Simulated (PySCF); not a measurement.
This PySCF input asks for the NMR shieldings of SMILES FC(F)[C@H]1CC(=S)C[SiH2]1, C5H8F2SSi; the geometry comes from GFN2-xTB.

```python
import basis_set_exchange as bse
import numpy as np
from pyscf import gto, dft
from pyscf.prop import nmr

atoms = """
F     1.448744   -1.907257    0.728122
C     1.956108   -0.754844    0.214801
F     2.777353   -0.255800    1.173732
C     0.853059    0.227977   -0.102998
C    -0.054329   -0.287261   -1.230138
C    -1.386642    0.379429   -1.080621
S    -2.145176    1.132775   -2.298669
C    -1.888346    0.341830    0.315804
Si   -0.319184    0.571326    1.390804
H     2.583863   -1.031685   -0.647960
H     1.343527    1.149790   -0.425528
H    -0.195071   -1.366956   -1.108518
H     0.364369   -0.108216   -2.221477
H    -2.306224   -0.649246    0.509647
H    -2.688251    1.062233    0.469153
H    -0.144912    1.942592    1.863914
H    -0.205886   -0.434659    2.440023
"""
names = dict.fromkeys(["F", "C", "S", "Si", "H"], "pcSseg-1")
basis = {el: gto.basis.parse(bse.get_basis(n, elements=[el], fmt="nwchem")) for el, n in names.items()}
mol = gto.M(atom=atoms, basis=basis, charge=0, verbose=0)
mf = dft.RKS(mol, xc="PBE0")
mf.grids.level = 2
mf.grids.alignment = dft.numint.BLKSIZE   # the property module wants whole blocks of grid points
mf.conv_tol = 1e-9
mf.kernel()

calc = nmr.RKS(mf)   # GIAO
C = mf.mo_coeff
Co = C[:, mf.mo_occ > 0]
resp = mf.gen_response(singlet=True, hermi=2)
def vind(x):   # induced exchange potential for any number of trial vectors
    d = np.einsum("pi,xij,qj->xpq", C, 2 * x.reshape(-1, C.shape[1], Co.shape[1]), Co, optimize=True)
    return np.einsum("xpq,pi,qj->xij", resp(d - d.transpose(0, 2, 1)), C, Co, optimize=True).ravel()
mo1, _ = nmr.rhf.solve_mo1(calc, with_cphf=vind)
sigma = calc.kernel(mo1)
for i, s in enumerate(sigma):   # ppm
    w = np.linalg.eigvalsh((s + s.T) / 2)
    print("%2d %-2s iso %8.1f  s11 %8.1f  s22 %8.1f  s33 %8.1f" % (i, mol.atom_pure_symbol(i), w.mean(), *w))
```

Problem. What does it print?

Solution. 
```
 0 F  iso    310.0  s11    224.5  s22    343.4  s33    362.1
 1 C  iso     63.7  s11     43.0  s22     68.5  s33     79.5
 2 F  iso    298.9  s11    201.8  s22    334.0  s33    360.8
 3 C  iso    151.7  s11    132.0  s22    149.4  s33    173.7
 4 C  iso    131.6  s11    107.0  s22    121.1  s33    166.8
 5 C  iso    -89.1  s11   -255.2  s22   -135.8  s33    123.8
 6 S  iso   -482.7  s11  -1666.2  s22   -354.0  s33    571.9
 7 C  iso    147.4  s11    117.6  s22    134.7  s33    189.9
 8 Si iso    393.0  s11    367.0  s22    380.9  s33    431.2
 9 H  iso     25.3  s11     22.7  s22     23.8  s33     29.5
10 H  iso     29.7  s11     26.0  s22     28.3  s33     34.6
11 H  iso     28.4  s11     25.8  s22     28.1  s33     31.4
12 H  iso     28.3  s11     24.0  s22     27.9  s33     33.0
13 H  iso     28.8  s11     25.5  s22     27.0  s33     33.9
14 H  iso     28.7  s11     24.8  s22     28.3  s33     32.9
15 H  iso     27.4  s11     23.9  s22     25.2  s33     33.3
16 H  iso     26.9  s11     23.2  s22     26.3  s33     31.3
```

These numbers come from an equivalent density-fitted implementation of the same equations, which agrees with the script to about 0.01 ppm for H and up to a few tenths of a ppm for heavy atoms, so last digits may differ.

Problem. Turn these shieldings into chemical shifts. Scale: ¹⁹F (σ = 170.95 ppm) against CFCl3; ¹³C (σ = 186.93 ppm), ²⁹Si (σ = 349.16 ppm), ¹H (σ = 31.72 ppm) against TMS; CS2 for ³³S (σ = 503.73 ppm) (reference shieldings calculated alike).

Solution. Averaging equivalent atoms: F 2: -127.9; F 0: -139.0; C 5: 276.0; C 1: 123.2; C 4: 55.3; C 7: 39.5; C 3: 35.2; S 6: 986; Si 8: -43.9; H 9: 6.38; H 16: 4.81; H 15: 4.28; H 12: 3.40; H 11: 3.28; H 14: 3.06; H 13: 2.93; H 10: 2.06 ppm. Unscaled 19F shifts against computed CFCl3 carry errors that often reach 10 to 50 ppm.

Size and cost of the density-fitted run: 207 basis functions, 53 s wall time on 1 thread of an Intel Xeon, shared host; peak memory 0.96 GiB.
